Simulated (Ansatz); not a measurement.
Calculation: frozen-core CCSD(T)/cc-pVTZ // PBE0-D3(BJ)/def2-TZVP (Ansatz, a first-principles code).

Ansatz 0.2 input:
```yaml
crystal:
  periodic: [false, false, false]
  atoms:
    - { symbol: C, position_ang: [1.12359, 0.324112, 0.251013] }
    - { symbol: C, position_ang: [-0.047281, -0.308236, 0.318053] }
    - { symbol: N, position_ang: [-1.061847, -0.267881, -0.617579] }
    - { symbol: H, position_ang: [1.875005, 0.159507, 1.009386] }
    - { symbol: H, position_ang: [1.366577, 0.999573, -0.562295] }
    - { symbol: H, position_ang: [-0.250505, -0.980197, 1.147257] }
    - { symbol: H, position_ang: [-1.991816, -0.414677, -0.263267] }
    - { symbol: H, position_ang: [-1.013723, 0.487798, -1.282569] }
basis:
  gaussian: { orbitals: cc-pVTZ }
correlation:
  method: ccsd_t
```

Output:

```
Functional definition: HF
906 factors; integrals over basis functions are off by at most 9.3e-4 eV
mean field evaluation 1: about -3619.8000 eV, gradient 3.2e1 eV
mean field evaluation 2: about -3619.8038 eV, gradient 3.2e1 eV
mean field evaluation 4: about -3622.3435 eV, gradient 2.8e0 eV
mean field evaluation 8: about -3622.3730 eV, gradient 3.3e-4 eV
mean field evaluation 16: about -3622.3700 eV, gradient 2.5e-1 eV
mean field -3622.37304445 eV, -133.1197540510 hartree, gradient 3.1e-6 eV, S^2 0.000000; 0 other end points of the search recorded, 0 dependent functions left out
3 core orbitals not correlated
reference -3622.37304445 eV, -133.1197540510 hartree; 9, 9 occupied and 148, 148 virtual orbitals, 906 factors
second order -14.83350086 eV of doubles, -0.00000000 eV of singles
cycle   1  -15.10492426 eV  change   -2.7e-1 eV  update   7.8e-2
cycle   2  -15.46078273 eV  change   -3.6e-1 eV  update   2.4e-2
cycle   3  -15.53782713 eV  change   -7.7e-2 eV  update   1.2e-2
cycle   4  -15.53208683 eV  change    5.7e-3 eV  update   3.2e-3
cycle   5  -15.53213226 eV  change   -4.5e-5 eV  update   1.3e-3
cycle   6  -15.53228723 eV  change   -1.5e-4 eV  update   3.4e-4
cycle   7  -15.53209937 eV  change    1.9e-4 eV  update   1.0e-4
cycle   8  -15.53208089 eV  change    1.8e-5 eV  update   3.7e-5
cycle   9  -15.53208391 eV  change   -3.0e-6 eV  update   1.1e-5
perturbative correction -0.65429869 eV, -0.0240450333 hartree
Total energy: -3638.55942705 eV, -133.7145926399 hartree
```

Cost: very roughly 26 core-seconds.
